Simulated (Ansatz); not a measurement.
Start from `C[SiH](N)[InH2]` and change one atom or group to get `C[SiH](N)O`.

Ansatz, PBE0-D4/def2-TZVP geometries, multiplicity 1. Each molecule was computed in one conformer, which needn't be the lowest.

Elements past krypton have def2 core potentials.

```
                                                                                  property  `C[SiH](N)[InH2]`
                                                         HOMO energy (PBE/def2-TZVPP) / eV              -5.63
ideal-gas entropy at 298 K and 1 bar (rigid rotor, harmonic PBE0-D4/def2-TZVP) / J/(mol·K)                386
                                                     LUMO energy (ωB97M-V/def2-TZVPP) / eV              -0.38
                                          size of the dipole moment (B3LYP/def2-TZVPP) / D               1.62
                                        size of the dipole moment (ωB97M-V/def2-TZVPP) / D               1.57
                                                       HOMO–LUMO gap (PBE/def2-TZVPP) / eV               3.02
```

**Question.** What does the change do to each property? (An estimate is asked.)

**Answer.** Ansatz gave: 
```tsv
property	`C[SiH](N)O`	shift
HOMO energy (PBE/def2-TZVPP) / eV	-6.00	-0.37
ideal-gas entropy at 298 K and 1 bar (rigid rotor, harmonic PBE0-D4/def2-TZVP) / J/(mol·K)	329	-57
LUMO energy (ωB97M-V/def2-TZVPP) / eV	2.26	2.64
size of the dipole moment (B3LYP/def2-TZVPP) / D	2.14	0.52
size of the dipole moment (ωB97M-V/def2-TZVPP) / D	2.15	0.58
HOMO–LUMO gap (PBE/def2-TZVPP) / eV	6.05	3.03
```

With PBE0 the HOMO falls by 0.71 eV and the LUMO rises by 2.75 eV, so the gap widens by about 3.46 eV. PBE moves the HOMO by -0.37 eV and ωB97M-V by -1.06 eV. The zero-point energy changes by 6.8 kJ/mol with -3 modes. Dipoles are sizes alone; their direction can turn.

Positive LUMOs are unbound, so they and the gaps depend on the basis.

B3LYP here is the variant with VWN-RPA as its local correlation; programs differ in this.
